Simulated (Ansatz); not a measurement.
One change: `C[N]([SiH2]Cl)[GeH2][Cl]` becomes `CN[SiH2]Cl`.

Ansatz, PBE0-D4/def2-TZVP geometries, multiplicity 1. Each molecule was computed in one conformer, which needn't be the lowest.

Scalar relativity is left out up to krypton.

| property | `C[N]([SiH2]Cl)[GeH2][Cl]` |
| --- | --- |
| size of the dipole moment (PBE/def2-TZVPP) / D | 0.74 |
| HOMO–LUMO gap (PBE/def2-TZVPP) / eV | 5.24 |
| HOMO energy (PBE/def2-TZVPP) / eV | -6.36 |
| size of the dipole moment (B3LYP/def2-TZVPP) / D | 0.70 |
| HOMO energy (B3LYP/def2-TZVPP) / eV | -7.44 |
| HOMO–LUMO gap (ωB97M-V/def2-TZVPP) / eV | 11.63 |

Give the same properties after the change, and the shifts. (Estimate.)

Computed: 
```
                                        property  `CN[SiH2]Cl`  shift
  size of the dipole moment (PBE/def2-TZVPP) / D          2.20   1.46
             HOMO–LUMO gap (PBE/def2-TZVPP) / eV          5.67   0.43
               HOMO energy (PBE/def2-TZVPP) / eV         -5.97   0.39
size of the dipole moment (B3LYP/def2-TZVPP) / D          2.19   1.49
             HOMO energy (B3LYP/def2-TZVPP) / eV         -7.10   0.34
         HOMO–LUMO gap (ωB97M-V/def2-TZVPP) / eV         11.77   0.14
```

With PBE0 the HOMO rises by 0.34 eV and the LUMO rises by 0.72 eV, so the gap widens by about 0.38 eV. PBE moves the HOMO by 0.39 eV and ωB97M-V by 0.28 eV. Dipoles are sizes alone; their direction can turn.

B3LYP here is the variant with VWN-RPA as its local correlation; programs differ in this.
